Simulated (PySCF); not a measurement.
C$_{4}$HCoO$_{4}$, charge +1, doublet (typed; the unrestricted solution is spin-contaminated), geometry from GFN2-xTB (such geometries of metal compounds can be far from the true shape) (the multiplicity is a formal guess); DF-CAMB3LYP/def2-SV(P) in PySCF.

PySCF was given this input:
```python
from pyscf import gto, scf, dft

mol = gto.M(
    atom='''
Co    0.32135954   -0.03881246    0.09486624
O     1.66602219   -0.15098768   -2.50905497
C     1.13970211   -0.10801026   -1.52005356
O     0.11003334    0.39932444    2.98700799
C     0.17701032    0.23246837    1.88036585
O    -1.31545884    2.33540521   -0.60625963
C    -0.71729880    1.42496812   -0.34575408
O    -1.51429134   -2.39720258   -0.18868248
C    -0.88013862   -1.47825650   -0.10116030
H     1.43719963   -0.87139706    0.49413680
''',
    basis='def2-sv(p)',
    charge=1,
    spin=1,
    verbose=4,
    symmetry=True,
)

mf = dft.UKS(mol)
mf.xc = 'camb3lyp'
mf.irrep_nelec = {"A'": (30, 28), 'A"': (12, 13)}
mf = mf.density_fit(auxbasis='def2-universal-jkfit')
mf.kernel()
mf.analyze()
```

Q: Predict the main parts of the log of this PySCF run.

A: 
```
PySCF version 2.14.0

[INPUT] verbose = 4
[INPUT] num. atoms = 10
[INPUT] num. electrons = 83
[INPUT] charge = 1
[INPUT] spin (= nelec alpha-beta = 2S) = 1
[INPUT] symmetry True subgroup None
[INPUT] Mole.unit = angstrom
[INPUT] Symbol           X                Y                Z      unit          X                Y                Z       unit  Magmom
[...]
nuclear repulsion = 614.390270588019
point group symmetry = Cs
symmetry origin: [1.57477174e-09 4.49934719e-10 4.49934716e-10]
symmetry axis x: [ 0.95719678 -0.07781064  0.27878277]
symmetry axis y: [ 0.1012577   0.99234526 -0.07069492]
symmetry axis z: [-0.27114794  0.09589785  0.95774861]
num. orbitals of irrep A' = 87
num. orbitals of irrep A" = 51
number of shells = 60
number of NR pGTOs = 262
number of NR cGTOs = 138
basis = def2-sv(p)
ecp = {}

******** <class 'pyscf.df.df_jk.DFSymAdaptedUKS'> ********
method = DFSymAdaptedUKS
initial guess = minao
damping factor = 0
level_shift factor = 0
DIIS = <class 'pyscf.scf.diis.CDIIS'>
diis_start_cycle = 1
diis_space = 8
diis_damp = 0
SCF conv_tol = 1e-09
SCF conv_tol_grad = None
SCF max_cycles = 50
direct_scf = False
number electrons alpha = 42  beta = 41
irrep_nelec {"A'": (30, 28), 'A"': (12, 13)}
XC library pyscf.dft.libxc version 7.1.2
    S. Lehtola, C. Steigemann, M. J. T. Oliveira, and M. A. L. Marques,  SoftwareX 7, 1–5 (2018)
XC functionals = camb3lyp
    T. Yanai, D. P. Tew, and N. C. Handy,  Chem. Phys. Lett. 393, 51 (2004)
radial grids:
    Treutler-Ahlrichs [JCP 102, 346 (1995); DOI:10.1063/1.469408] (M4) radial grids

becke partition: Becke, JCP 88, 2547 (1988); DOI:10.1063/1.454033
pruning grids: <function nwchem_prune>
grids dens level: 3
symmetrized grids: True
atomic radii adjust function: <function treutler_atomic_radii_adjust>
small_rho_cutoff = 0
Freeze 83 electrons in irreps ["A'", 'A"']
    0 free electrons in irreps
Set gradient conv threshold to 3.16228e-05
tot grids = 143512
******** <class 'pyscf.df.df.DF'> ********
auxbasis = def2-universal-jkfit
Create RSH-DF object <pyscf.df.df.DF object> for omega=0.33
******** <class 'pyscf.df.df.DF'> ********
auxbasis = auxmol.basis = def2-universal-jkfit
init E= -1836.19521964317

cycle= 1 E= -1819.02743596941  delta_E= 17.2  |g|= 4.92  |ddm|=  4.7

cycle= 2 E= -1753.80755249243  delta_E= 65.2  |g|= 9.63  |ddm|=  167

cycle= 3 E= -1826.03463201472  delta_E= -72.2  |g|= 4.32  |ddm|=  158

cycle= 4 E= -1832.62844341376  delta_E= -6.59  |g|= 3.15  |ddm|= 11.8

[...]
SCF not converged.
Total Energy =                       -1835.644352001789684
[...]
beta  MO #112 (A' #73), energy= 1.72570918830103 occ= 0
beta  MO #113 (A" #40), energy= 1.78670270321434 occ= 0
beta  MO #114 (A" #41), energy= 1.8219912508149 occ= 0
beta  MO #115 (A" #42), energy= 2.42756717340709 occ= 0
beta  MO #116 (A" #43), energy= 2.46436791102708 occ= 0
beta  MO #117 (A' #74), energy= 2.46663481534703 occ= 0
beta  MO #118 (A' #75), energy= 2.47676830747131 occ= 0
beta  MO #119 (A" #44), energy= 2.47983564546506 occ= 0
beta  MO #120 (A" #45), energy= 2.48094826940099 occ= 0
beta  MO #121 (A" #46), energy= 2.48295736128736 occ= 0
beta  MO #122 (A' #76), energy= 2.48445615568274 occ= 0
beta  MO #123 (A' #77), energy= 2.48550423822393 occ= 0
beta  MO #124 (A' #78), energy= 2.49372387807912 occ= 0
beta  MO #125 (A' #79), energy= 2.57759717565984 occ= 0
beta  MO #126 (A' #80), energy= 2.74633200642651 occ= 0
beta  MO #127 (A' #81), energy= 3.04305032378983 occ= 0
beta  MO #128 (A" #47), energy= 3.04340477349454 occ= 0
beta  MO #129 (A' #82), energy= 3.06228489669686 occ= 0
beta  MO #130 (A" #48), energy= 3.06519769106816 occ= 0
beta  MO #131 (A' #83), energy= 3.07862883312536 occ= 0
beta  MO #132 (A' #84), energy= 3.09072236038797 occ= 0
beta  MO #133 (A" #49), energy= 3.12344735731506 occ= 0
beta  MO #134 (A" #50), energy= 3.14250237760691 occ= 0
beta  MO #135 (A" #51), energy= 3.50492252384013 occ= 0
beta  MO #136 (A' #85), energy= 3.51193142556638 occ= 0
beta  MO #137 (A' #86), energy= 3.53266531976113 occ= 0
beta  MO #138 (A' #87), energy= 3.58182339316026 occ= 0
 ** Mulliken pop alpha/beta on meta-lowdin orthogonal AOs **
 ** Mulliken pop       alpha | beta **
In total            42.00000 | 41.00000
 ** Mulliken atomic charges   ( Nelec_alpha | Nelec_beta ) **
charge of  0Co =      1.02820  (    13.11565     12.85614 )
charge of  1O =     -0.04969  (     4.01937      4.03031 )
charge of  2C =      0.08796  (     3.03937      2.87267 )
charge of  3O =     -0.04969  (     4.01937      4.03031 )
charge of  4C =      0.08796  (     3.03937      2.87267 )
charge of  5O =     -0.05682  (     4.03267      4.02415 )
charge of  6C =      0.09807  (     3.00047      2.90146 )
charge of  7O =     -0.03465  (     3.99379      4.04086 )
charge of  8C =      0.12501  (     3.01649      2.85850 )
charge of  9H =     -0.23637  (     0.72344      0.51293 )

WARN: System has nonzero charge 1; the dipole moment is origin-dependent.
Location of origin: [0. 0. 0.]

Dipole moment(X, Y, Z, Debye): -0.60256,  0.10012, -0.18061
```

Convergence was not reached.
